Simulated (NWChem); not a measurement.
AlN2H4Br; SMILES [Br][Al]([NH2])[NH2]

```xyz
8

Al     0.0000     0.0000    -0.9382
Br     0.0000     0.0000     1.3252
N      0.0000     1.5558    -1.7710
H      0.0000     1.6942    -2.7746
H      0.0000     2.4500    -1.2945
N      0.0000    -1.5558    -1.7710
H      0.0000    -1.6942    -2.7746
H      0.0000    -2.4500    -1.2945
```
Atoms are numbered in this order, from 1.

Computed with NWChem. Pople sets run with spherical d functions. STO-3G and 3-21G are far too small for this property and stand as cheap habits. Structure relaxed at the PBE0/def2-SVP level. GIAO values for the isolated, static molecule; σ is the absolute isotropic shielding, δ = σ(reference) − σ with the isolated reference molecule computed at the same levels (1H: tetramethylsilane, 15N: ammonia). Spin-orbit effects, on the heavy nuclei and on their neighbours, are missing.

```
level                                 σ Al1 (ppm)  σ Br2 (ppm)  δ N3 (ppm)  δ H4 (ppm)  δ H5 (ppm)  relative time
------------------------------------  -----------  -----------  ----------  ----------  ----------  -------------
LDA (Slater exchange, VWN5)/pcSseg-1        368.9       2790.0        23.8        0.36        0.49              7
Hartree-Fock/6-31G*                         495.4       2991.6         3.2       -0.17       -0.06              7
BHandHLYP/pcSseg-1                          415.8       2885.7         8.8        0.25        0.40             10
Hartree-Fock/STO-3G                         462.2       3226.2       -23.6       -0.78       -0.71              1
```

Times are rough ratios from one shared machine.
